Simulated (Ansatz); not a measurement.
`O[SiH]([SiH3])S` at its PBE0-D4/def2-TZVP geometry, where that method's forces vanish. Total charge 0; spin multiplicity 1.

```xyz
10

O    -1.4178    1.0305    0.8023
Si   -0.5507   -0.2384    0.2093
Si    1.0952    0.6792   -1.1700
S     0.4236   -1.3726    1.7514
H    -2.0015    0.8617    1.5447
H    -1.4335   -1.2089   -0.4952
H     1.7519   -0.4161   -1.9317
H     2.1144    1.3689   -0.3350
H     0.5066    1.6535   -2.1267
H    -0.4883   -2.3579    1.7509
```

**Question.** What forces (eV/Å) does ωB97M-V/def2-TZVPP give on these atoms in the Gaussian-basis code of Ansatz? (Estimate.)

**Answer.** The calculation gave: 
```
O1  -0.071  0.040  0.082
Si2  0.040 -0.148 -0.203
Si3  0.044  0.036 -0.045
S4  -0.060 -0.064  0.006
H5   0.013  0.032 -0.028
H6   0.096  0.106  0.081
H7  -0.073  0.120  0.086
H8  -0.114 -0.080 -0.088
H9   0.066 -0.112  0.110
H10  0.058  0.071 -0.002
```
